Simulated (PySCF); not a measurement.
A calculated (MN15, PySCF 2.14, pcseg-2, no relativity, point nucleus) atom or ion has these occupied shells.

```tsv
shell	electrons	orbital energy (eV)	rms radius, mean of both spins (bohr)
1s α	1	-2072.7	0.121
1s β	1	-2072.4	0.121
2s α	1	-174.60	0.577
2s β	1	-174.34	0.577
2p α	3	-129.92	0.543
2p β	3	-129.60	0.543
3s α	1	-16.829	2.08
3s β	1	-13.597	2.08
3p α	3	-7.928	2.52
```

Task: Name the element and its charge.

Result: P (phosphorus, neutral), in [Ne] 3s2 3p3, high-spin 4S determinant.
